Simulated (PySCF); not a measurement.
SnHI₃, SMILES [I][SnH]([I])[I].

Geometry optimised at B3LYP-D3(BJ)/def2-SVP. The structure was generated by enumeration; whether it is a known compound was not checked. The def2 effective core potentials stand for the cores of I, Sn; spin–orbit coupling is left out.

Two levels are set side by side: PBE/def2-TZVP (PySCF) and M06-2X/def2-TZVP (PySCF). Same geometry, gas phase. Differences are taken from unrounded values.

| quantity | M06-2X | PBE | PBE minus M06-2X |
|---|---|---|---|
| orbital gap (eV) | 6.62 | 2.73 | -3.89 |
| highest occupied level (eV) | -8.95 | -6.66 | 2.29 |
| lowest empty level (eV) | -2.33 | -3.92 | -1.60 |
| dipole moment (D) | 1.21 | 0.94 | -0.27 |
| mean polarisability (bohr³) | 139.7 | 148.8 | 9.1 |

Without exact exchange PBE keeps part of each electron's self-repulsion, which lifts occupied levels and narrows the gap. PBE's more diffuse valence density responds more strongly to a field. Differences between two approximate levels are no errors against the true value.

Rough cost on one machine, each run with all the roots and properties that it gave: M06-2X against PBE within a factor of 2.
